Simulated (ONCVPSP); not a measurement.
## N: one change to an ONCV potential, before and after

N (Z = 7), optimised norm-conserving Vanderbilt (ONCV), made with ONCVPSP 4.0.1 (PBE, scalar-relativistic). Core [He], reference 2s2 2p3. Waves: 2s: rc 1.10 bohr, ncon 4, nbas 7, qcut 7 1/bohr, 2 projectors, debl 3.1 Ha; 2p: rc 2.05 bohr, ncon 4, nbas 8, qcut 6.4 1/bohr, 2 projectors, debl 3.4 Ha; d scattering state at 0.33 Ha: rc 1.75 bohr, ncon 4, nbas 8, qcut 5.3 1/bohr, 2 projectors, debl 3.6 Ha. Local part: polynomial inside 0.95 bohr (lpopt 5, dvloc0 6 Ha). Core correction: polynomial model core, fcfact 0.4.

All-electron outer shells of the reference configuration (PBE, scalar-relativistic, ld1.x):

```csv
shell,level (eV),outermost node (bohr),outermost maximum (bohr)
1s,-384.72,–,0.15
2s,-18.58,0.32,1.02
2p,-7.09,–,0.98
```

Change: s: qcut 8.7; p: qcut 8; d: qcut 6.6.

Cutoffs: the cutoffs (Ha) at which the residual kinetic energy of the hardest occupied pseudo-wave falls to 1 and 0.1 mHa per electron; they do not see the model core or the augmentation charge, which bear on the density cutoff. Errors are all-electron minus pseudo energies relative to the spin-unpolarised reference configuration.

Task: Predict the effect on cutoff, ghosts and configuration errors.

Result: The potential gets neither clearly harder nor softer (24 Ha and 83 Ha → 28 Ha and 35 Ha); the s channel sets the loose cutoff, while the largest relative change is in p, which becomes harder; of the 4 tests that both files solve, the error grows in 0 and shrinks in 4 by more than 15 % and 0.3 meV (median size 309.3 → 209.1 meV); neither file shows a bound ghost.

```tsv
quantity	base	changed
cutoff, loose	24 Ha	28 Ha
cutoff, tight	83 Ha	35 Ha
loose cutoff by channel	s 24 Ha, p 15 Ha	s 28 Ha, p 18 Ha
bound ghosts	none	none
GHOST(+) flags under 300 eV	none	none
error for 2s2 2p2, meV [ΔE 13.59 eV]	+69	+45
error for 2s2 2p1, meV [ΔE 42.44 eV]	+550	+373
error for 2s2 2p0, meV [ΔE 89.53 eV]	+2065	+1450
error for 2s0 2p5, meV [ΔE 23.04 eV]	-44	-11
s: phases at 1.12 bohr within 0.05 rad from the reference energy up to (Ha; the scan ends near 5)	to the end of the scan	to the end of the scan
p: phases at 2.08 bohr within 0.05 rad from the reference energy up to (Ha; the scan ends near 5)	to the end of the scan	to the end of the scan
d: phases at 1.78 bohr within 0.05 rad from the reference energy up to (Ha; the scan ends near 5)	to the end of the scan	to the end of the scan
rms error of d²Exc/dni dnj with the model core, mHa	1.58	1.62
```
